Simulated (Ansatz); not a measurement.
Basis-set extrapolation for ClH$_{8}$N$_{3}$Si$_{2}$, SMILES `N[SiH2]N[SiH](N)Cl` (PBE0-D4/def2-TZVP geometry, frozen core, Ansatz). Multiplicity 1, RHF reference.

```csv
,def2-TZVPP,def2-QZVPP
HF,-1205.678825,-1205.718910
MP2 correlation,-1.073295,-1.158808
CCSD(T) correlation,-1.176126,not run
```

Energies in hartree. Use E(X) = E(∞) + A·exp(−7.88·√X) for Hartree–Fock and E(X) = E(∞) + B·X^(−2.97) for correlation, with X = 3 and 4, and add CCSD(T) minus MP2 of the smaller set to the MP2 limit.

Question: What is the CCSD(T) energy at the basis-set limit?

Answer: HF limit: -1205.718910 + (-0.040085) × 0.13774 = -1205.72443. MP2 limit: -1.158808 + (-0.085513) × 0.74074 = -1.22215. Higher-order term: -1.176126 − (-1.073295) = -0.10283. Total: -1207.04941 hartree, 510.6 kJ/mol below CCSD(T)/def2-TZVPP.
